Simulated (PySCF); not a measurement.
AsH₅Si, SMILES [SiH3][AsH2]. Atoms are numbered in the order given.

```xyz
7

Si    -1.5768     0.0049     0.0000
As     0.8061    -0.0618     0.0000
H     -2.0636    -0.7187     1.2148
H     -2.0636    -0.7187    -1.2148
H     -2.1412     1.3892     0.0000
H      0.8721     1.0098     1.0994
H      0.8721     1.0098    -1.0994
```
Charge 0, spin multiplicity 1.

Geometry optimised at PBE-D3(BJ)/def2-TZVP.

Calculation: PySCF 2.14.0 with PBE-D3(BJ)/def2-TZVP.

Frequencies are harmonic and unscaled.

```
mode  ν (cm⁻¹)  IR (km/mol)  moving atoms (share of kinetic energy)
----  --------  -----------  --------------------------------------
1          149          0.0                                  H 99 %
2          344          1.0                 Si 62 %, As 29 %, H 8 %
3          421         11.5                                  H 97 %
4          437          8.8                                  H 96 %
5          648         25.5                                  H 90 %
6          695          2.6                                  H 92 %
7          852        260.8                          H 92 %, Si 8 %
8          906         30.4                                  H 97 %
9          914         33.2                                  H 98 %
10         949         18.4                                  H 98 %
11        2118         46.0                                  H 99 %
12        2131         47.4                                  H 99 %
13        2154         63.7                                  H 99 %
14        2172         94.4                                  H 96 %
15        2173        103.4                                  H 96 %
```
